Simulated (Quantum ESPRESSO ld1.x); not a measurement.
Question: K4+, configuration [Ne] 3s2 3p3. Method: Dirac Kohn-Sham, relativistic LDA (MacDonald-Vosko exchange, VWN5 correlation), spin-unpolarised, spherical densities, point nucleus; open shells fill j = l - 1/2 first; computed with ld1.x of Quantum ESPRESSO 7.5. Some entries of the table are withheld. Estimate them.

orbital  occ.  eigenvalue (eV)  r(max) (bohr)
1s1/2       2         -3570.27            (1)
2s1/2       2         -415.043         0.3189
2p1/2       2         -345.412         0.2607
2p3/2       4         -342.514         0.2627
3s1/2       2         -89.2957            (2)
3p1/2       2              (3)            (4)
3p3/2       1              (5)            (6)
3d3/2       0              (7)          1.105
3d5/2       0              (8)          1.106
4s1/2       0         -32.5246          2.532

Answer: 
(1) 1s1/2 r(max) (bohr): 0.05321
(2) 3s1/2 r(max) (bohr): 1.036
(3) 3p1/2 eigenvalue (eV): -71.7216
(4) 3p1/2 r(max) (bohr): 1.074
(5) 3p3/2 eigenvalue (eV): -71.3555
(6) 3p3/2 r(max) (bohr): 1.079
(7) 3d3/2 eigenvalue (eV): -45.2989
(8) 3d5/2 eigenvalue (eV): -45.2670
